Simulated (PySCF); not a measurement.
**The 5-electron isoelectronic series, spin-free X2C**

All values are computed (PySCF 2.14, energy differences of UHF-based or UKS calculations, no spin-orbit coupling). Each ion has its own even-tempered basis scaled to its charge (19s13p5d5f4g for the first); frozen: nothing. Ionisation energies in eV, correlation energies of the ion in mhartree.

| ion | configuration | UHF | LDA | PBE | PBE0 | r2SCAN | MP2 (all electrons) | E_corr MP2 | NIST (with spin-orbit, Breit and QED) |
| --- | --- | --- | --- | --- | --- | --- | --- | --- | --- |
| Tb⁶⁰⁺ | [He] 2s2 2p1 (2P) | 13450.8 | 13441.7 | 13452.3 | 13452.2 | 13455.4 | 13450.4 | -252.2 | 14003 ± 10 (t) |
| Dy⁶¹⁺ | [He] 2s2 2p1 (2P) | 13903.3 | 13894.0 | 13904.9 | 13904.7 | 13908.0 | 13902.9 | -252.0 | 14495 ± 12 (t) |
| Ho⁶²⁺ | [He] 2s2 2p1 (2P) | 14364.0 | 14354.5 | 14365.6 | 14365.4 | 14368.8 | 14363.7 | -251.9 | 14998 ± 15 (t) |
| Er⁶³⁺ | [He] 2s2 2p1 (2P) | 14833.0 | 14823.3 | 14834.7 | 14834.5 | 14838.0 | 14832.7 | -251.7 | 15511 ± 19 (t) |
| Tm⁶⁴⁺ | [He] 2s2 2p1 (2P) | 15310.4 | 15300.5 | 15312.1 | 15311.9 | 15315.5 | 15310.1 | -251.5 | 16036 ± 24 (t) |
| Yb⁶⁵⁺ | [He] 2s2 2p1 (2P) | 15796.2 | 15786.1 | 15797.9 | 15797.7 | 15801.3 | 15796.0 | -251.4 | 16570 ± 30 (t) |
| Lu⁶⁶⁺ | [He] 2s2 2p1 (2P) | 16290.5 | 16280.2 | 16292.2 | 16292.0 | 16295.7 | 16290.2 | -251.3 | 17120 ± 40 (t) |
| Hf⁶⁷⁺ | [He] 2s2 2p1 (2P) | 16793.2 | 16782.7 | 16795.0 | 16794.8 | 16798.6 | 16793.0 | -251.3 | 17680 ± 40 (t) |
| Ta⁶⁸⁺ | [He] 2s2 2p1 (2P) | 17304.6 | 17293.8 | 17306.4 | 17306.2 | 17310.0 | 17304.4 | -251.2 | 18250 ± 50 (t) |
| W⁶⁹⁺ | [He] 2s2 2p1 (2P) | 17824.6 | 17813.6 | 17826.4 | 17826.2 | 17830.1 | 17824.4 | -251.1 | 18872 ± 3 (s) |

Each ion has its own basis, which adds noise of up to about 0.1 % along the series.

NIST values marked (s) are semi-empirical, (t) theoretical. Open shells are high-spin determinants of the terms that Hund's rules give.

MP2 underrates the 2s², 2p² near-degeneracy of four-electron ions.

Spin-orbit coupling of the open shells is absent from the calculated values and included in NIST's; it grows fast with Z.

At high Z the X2C-1e correlation energies are inflated by the missing two-electron picture change in the 1s pairs.
